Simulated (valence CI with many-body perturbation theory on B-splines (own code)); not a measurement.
## Forbidden lines of Yb47+

Computed by relativistic CI+MBPT: five valence electrons over a frozen Dirac-Fock core [Ar], radial functions for each j: 7 s, 7 p, 8 d, 6 f, 4 g, 1 h, with the one-electron correlation potential Σ1 (screened to all orders), the two-electron term Σ2, the three-electron term Σ3, Breit, model QED; selected single and double excitations, second order for the rest, scaled by the run's own slope (own B-spline code, finite nucleus).

The last digits are not significant, and no measured levels were compared; by estimate large intervals hold to a few tenths of a per cent, small ones and those within an open d or f shell to about a per cent. Among the levels kept, up to 250 cm⁻¹ of a level comes from second order outside the variational space, and about a tenth of that is noise between levels of different J, which matters for small intervals. The list stops below the first excitations out of the core. Only levels of the ground parity were solved; by the run's estimate the other parity begins above the list, which can be wrong where configurations are misplaced.

Lines 1 to 50 of 120 in falling wavelength, among levels below 230.10 eV, chosen from the decays that carry over 1 % of a level's rate. Wavelengths and rates use the calculated energies. Electric multipoles are in the length gauge, E1 and E2 with the static RPA response of the core. Weak lines are less certain than strong ones. Lines between different terms over intervals too small for the method are left out, as are lines whose strength nearly cancels. Branching is blank where the lifetime is uncertain.

Levels are named by their leading jj configuration (3d3/2^4 stands for four electrons in 3d with j = 3/2), which in mixed levels can hold well under half, so a name can repeat and another be missing. Letters in brackets count levels of one name in rising energy.

| λ vac (Å) | Upper | Lower | Type | A (s⁻¹) | Branch % |
| --- | --- | --- | --- | --- | --- |
| 9225 | (3d3/2^3 3d5/2^2) J=11/2 | (3d3/2^3 3d5/2^2) J=7/2 [a] | E2 | 3.13e-08 |  |
| 2532 | (3d3/2^3 3d5/2^2) J=9/2 | (3d3/2^3 3d5/2^2) J=11/2 | M1 | 5.41e+02 | 28.8 |
| 1987 | (3d3/2^3 3d5/2^2) J=9/2 | (3d3/2^3 3d5/2^2) J=7/2 [a] | M1 | 1.26e+03 | 67.0 |
| 1575 | (3d3/2^3 3d5/2^2) J=5/2 [b] | (3d3/2^3 3d5/2^2) J=3/2 [a] | M1 | 2.02e+03 | 3.3 |
| 1162 | (3d3/2^3 3d5/2^2) J=1/2 | (3d3/2^3 3d5/2^2) J=3/2 [a] | M1 | 1.51e+04 | 98.2 |
| 894.2 | (3d3/2^3 3d5/2^2) J=7/2 [b] | (3d3/2^3 3d5/2^2) J=7/2 [a] | M1 | 3.11e+03 | 5.2 |
| 759.9 | (3d3/2^3 3d5/2^2) J=3/2 [b] | (3d3/2^3 3d5/2^2) J=1/2 | M1 | 2.86e+03 | 1.5 |
| 750.9 | (3d3/2^2 3d5/2^3) J=1/2 [b] | (3d3/2^2 3d5/2^3) J=3/2 [a] | M1 | 2.54e+04 | 1.4 |
| 676.1 | (3d3/2^2 3d5/2^3) J=9/2 [c] | (3d3/2^2 3d5/2^3) J=9/2 [b] | M1 | 2.13e+04 | 3.1 |
| 648.7 | (3d3/2^3 3d5/2^2) J=3/2 [b] | (3d3/2^3 3d5/2^2) J=5/2 [b] | M1 | 8.92e+03 | 4.8 |
| 603.4 | (3d3/2^3 3d5/2^2) J=5/2 [b] | (3d3/2^3 3d5/2^2) J=5/2 [a] | M1 | 3.98e+04 | 65.4 |
| 550.6 | (3d3/2^2 3d5/2^3) J=3/2 [c] | (3d3/2^2 3d5/2^3) J=1/2 [b] | M1 | 1.48e+04 | 2.1 |
| 463.7 | (3d3/2^2 3d5/2^3) J=3/2 [b] | (3d3/2^2 3d5/2^3) J=5/2 [a] | M1 | 1.27e+04 | 1.5 |
| 459.5 | (3d3/2^3 3d5/2^2) J=3/2 [b] | (3d3/2^3 3d5/2^2) J=3/2 [a] | M1 | 2.36e+04 | 12.6 |
| 448.0 | (3d3/2^2 3d5/2^3) J=1/2 [a] | (3d3/2^3 3d5/2^2) J=3/2 [b] | M1 | 1.02e+05 | 4.7 |
| 432.0 | (3d3/2^2 3d5/2^3) J=3/2 [c] | (3d3/2^2 3d5/2^3) J=5/2 [c] | M1 | 3.76e+04 | 5.3 |
| 429.4 | (3d3/2^2 3d5/2^3) J=3/2 [a] | (3d3/2^3 3d5/2^2) J=3/2 [b] | M1 | 3.46e+04 | 1.1 |
| 411.6 | (3d3/2^2 3d5/2^3) J=5/2 [b] | (3d3/2^3 3d5/2^2) J=3/2 [b] | M1 | 6.56e+04 | 3.8 |
| 323.6 | (3d3/2^2 3d5/2^3) J=9/2 [a] | (3d3/2^3 3d5/2^2) J=7/2 [b] | M1 | 1.22e+05 | 10.5 |
| 316.2 | (3d3/2^2 3d5/2^3) J=5/2 [c] | (3d3/2^3 3d5/2^2) J=3/2 [b] | M1 | 3.42e+05 | 15.6 |
| 312.6 | (3d3/2^3 3d5/2^2) J=3/2 [b] | (3d3/2^3 3d5/2^2) J=5/2 [a] | M1 | 1.92e+04 | 10.2 |
| 310.3 | (3d3/2^2 3d5/2^3) J=5/2 [d] | (3d3/2^2 3d5/2^3) J=5/2 [b] | M1 | 8.11e+04 | 4.6 |
| 309.0 | (3d3/2^2 3d5/2^3) J=3/2 [b] | (3d3/2^3 3d5/2^2) J=3/2 [b] | M1 | 1.12e+04 | 1.3 |
| 307.6 | (3d3/2^2 3d5/2^3) J=7/2 [a] | (3d3/2^3 3d5/2^2) J=5/2 [b] | M1 | 2.56e+05 | 14.8 |
| 307.1 | (3d3/2^2 3d5/2^3) J=5/2 [a] | (3d3/2^3 3d5/2^2) J=3/2 [a] | M1 | 4.35e+04 | 1.4 |
| 300.9 | (3d3/2^2 3d5/2^3) J=5/2 [d] | (3d3/2^2 3d5/2^3) J=3/2 [a] | M1 | 2.31e+04 | 1.3 |
| 295.7 | (3d3/2^2 3d5/2^3) J=5/2 [a] | (3d3/2^3 3d5/2^2) J=7/2 [a] | M1 | 2.34e+05 | 7.3 |
| 290.2 | (3d3/2^3 3d5/2^2) J=5/2 [a] | (3d3/2^4 3d5/2) J=5/2 | M1 | 1.42e+06 | 100.0 |
| 285.1 | (3d3/2^2 3d5/2^3) J=7/2 [a] | (3d3/2^3 3d5/2^2) J=9/2 | M1 | 4.05e+05 | 23.5 |
| 283.5 | (3d3/2 3d5/2^4) J=7/2 [a] | (3d3/2^2 3d5/2^3) J=5/2 [c] | M1 | 2.37e+05 | 6.8 |
| 281.8 | (3d3/2^2 3d5/2^3) J=1/2 [a] | (3d3/2^3 3d5/2^2) J=1/2 | M1 | 6.87e+05 | 32.0 |
| 281.4 | (3d3/2^2 3d5/2^3) J=11/2 | (3d3/2^3 3d5/2^2) J=9/2 | M1 | 1.62e+05 | 13.8 |
| 276.8 | (3d3/2^2 3d5/2^3) J=5/2 [b] | (3d3/2^3 3d5/2^2) J=7/2 [b] | M1 | 1.65e+05 | 9.6 |
| 274.4 | (3d3/2^2 3d5/2^3) J=3/2 [a] | (3d3/2^3 3d5/2^2) J=1/2 | M1 | 1.34e+05 | 4.2 |
| 273.2 | (3d3/2^2 3d5/2^3) J=1/2 [b] | (3d3/2^3 3d5/2^2) J=3/2 [b] | M1 | 2.44e+04 | 1.4 |
| 269.9 | (3d3/2^2 3d5/2^3) J=9/2 [a] | (3d3/2^3 3d5/2^2) J=9/2 | M1 | 1.23e+04 | 1.1 |
| 268.2 | (3d3/2 3d5/2^4) J=9/2 | (3d3/2^2 3d5/2^3) J=7/2 [c] | M1 | 2.32e+05 | 9.5 |
| 267.5 | (3d3/2 3d5/2^4) J=5/2 [a] | (3d3/2^2 3d5/2^3) J=3/2 [a] | M1 | 3.11e+05 | 6.7 |
| 264.8 | (3d3/2 3d5/2^4) J=3/2 [a] | (3d3/2^2 3d5/2^3) J=5/2 [c] | M1 | 3.17e+05 | 7.3 |
| 259.0 | (3d3/2 3d5/2^4) J=7/2 [a] | (3d3/2^2 3d5/2^3) J=9/2 [b] | M1 | 2.50e+05 | 7.2 |
| 258.4 | (3d3/2^2 3d5/2^3) J=3/2 [a] | (3d3/2^3 3d5/2^2) J=5/2 [b] | M1 | 5.42e+05 | 17.1 |
| 253.6 | (3d3/2^2 3d5/2^3) J=5/2 [d] | (3d3/2^2 3d5/2^3) J=7/2 [a] | M1 | 2.87e+05 | 16.2 |
| 253.3 | (3d3/2^2 3d5/2^3) J=11/2 | (3d3/2^3 3d5/2^2) J=11/2 | M1 | 1.01e+06 | 86.2 |
| 251.8 | (3d3/2^2 3d5/2^3) J=5/2 [b] | (3d3/2^3 3d5/2^2) J=5/2 [b] | M1 | 6.50e+05 | 38.0 |
| 250.7 | (3d3/2 3d5/2^4) J=11/2 | (3d3/2^2 3d5/2^3) J=9/2 [b] | M1 | 2.30e+05 | 8.3 |
| 249.3 | (3d3/2^2 3d5/2^3) J=7/2 [a] | (3d3/2^3 3d5/2^2) J=7/2 [a] | M1 | 6.17e+05 | 35.8 |
| 249.3 | (3d3/2^2 3d5/2^3) J=9/2 [b] | (3d3/2^3 3d5/2^2) J=7/2 [b] | M1 | 1.84e+05 | 8.7 |
| 243.9 | (3d3/2^2 3d5/2^3) J=9/2 [a] | (3d3/2^3 3d5/2^2) J=11/2 | M1 | 4.07e+05 | 35.1 |
| 238.3 | (3d3/2^2 3d5/2^3) J=7/2 [b] | (3d3/2^3 3d5/2^2) J=7/2 [b] | M1 | 1.94e+05 | 31.4 |
| 237.6 | (3d3/2^2 3d5/2^3) J=9/2 [a] | (3d3/2^3 3d5/2^2) J=7/2 [a] | M1 | 6.18e+05 | 53.3 |
